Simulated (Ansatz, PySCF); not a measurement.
Gas-phase reaction (SMILES): [SiH3]O[SiH](Cl)Cl -> [SiH2]O[SiH](Cl)Cl + H atom; the H-Si bond at the site shown breaks (other sites are not compared here).

Geometries: B3LYP-D3(BJ)/def2-TZVP minima from Ansatz (an electronic-structure program), one conformer each, not searched for the lowest. Correlated levels leave the core frozen unless marked. Open shells are spin-unrestricted. No spin-orbit coupling. No relativistic terms. Basis-set limits of correlation are two-point, X^-3; Hartree-Fock from the larger set. Thermal terms are rigid-rotor harmonic-oscillator values from B3LYP-D3(BJ) frequencies (Ansatz or PySCF) at 298.15 K and 1 atm. 1 Eh = 627.5095 kcal/mol. Atoms have translation alone.

```
species             E, CCSD(T)/CBS(cc-pV(T+d)Z,cc-pV(Q+d)Z) (Ansatz) (Eh)  E, PBE0-D4/def2-TZVPD (Ansatz + dftd4) (Eh)  H - E (Eh)
------------------  -----------------------------------------------------  -------------------------------------------  ----------
[SiH3]O[SiH](Cl)Cl                                            -1575.47664                                  -1576.67132     0.05174
[SiH2]O[SiH](Cl)Cl                                            -1574.81923                                  -1576.02226     0.04170
H atom                                                           -0.49995                                     -0.50104     0.00236
```

**Question.** Work out ΔE and ΔH at 298.15 K at the first level, then ΔH at the second.

**Answer.** 
1. ΔE = [(-1574.81923) + (-0.49995)] - [(-1575.47664)] = 0.15746 Eh = 98.8 kcal/mol at CCSD(T)/CBS(cc-pV(T+d)Z,cc-pV(Q+d)Z).
2. The terms H - E add up to -0.00768 Eh, so ΔH = (0.15746 + (-0.00768))×627.5095 = 94.0 kcal/mol.
3. At PBE0-D4/def2-TZVPD the same steps give ΔE = 92.9 and ΔH = 88.1 kcal/mol, a shift of -5.9 from the first level.
4. These values are not checked against measurement here, since the tables used lack a sound gas-phase enthalpy of formation for at least one species.
